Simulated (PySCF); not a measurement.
Cobalt: a sound run and one with changed settings

Sound run: Co²⁺ [Ar] 3d7, Co³⁺ [Ar] 3d6. Computed with PySCF 2.14 in jorge-DZP-DKH, with the spin-free X2C one-electron Hamiltonian (Gaussian nucleus). In the sound run the correlated levels freeze [Ar]. The sound run starts from symmetry-adapted Hartree-Fock orbitals and uses a fine grid where one is needed.

Changed run: basis STO-3G, all-electron and non-relativistic. This setting is unsound on purpose.

| species | method | sound run (hartree) | changed run (hartree) | converged |
| --- | --- | --- | --- | --- |
| Co²⁺ | UHF | -1390.85400 | -1365.36838 | yes |
| Co²⁺ | r2SCAN | -1392.09025 | -1366.36683 | yes |
| Co²⁺ | LDA | -1389.43975 | -1363.54239 | yes |
| Co²⁺ | MP2 | -1390.96520 | -1365.36885 | yes |
| Co³⁺ | UHF | -1389.69782 | -1364.82871 | yes |
| Co³⁺ | r2SCAN | -1390.83901 | -1365.76195 | yes |
| Co³⁺ | LDA | -1388.16547 | -1362.93731 | yes |
| Co³⁺ | MP2 | -1389.76049 | -1364.82878 | yes |

Ionisation energy of Co²⁺:

```
 method  sound run (eV)  changed run (eV)
    UHF          31.461            14.685
 r2SCAN          34.048            16.460
    LDA          34.675            16.465
    MP2          32.782            14.696
SCS-MP2          32.771            14.697
```

A minimal basis cannot let orbitals breathe on ionisation and holds almost no correlation. The Hamiltonian changed with the basis, so the totals do not compare.

For comparison, NIST gives 33.5 ± 0.06 eV between the lowest levels.
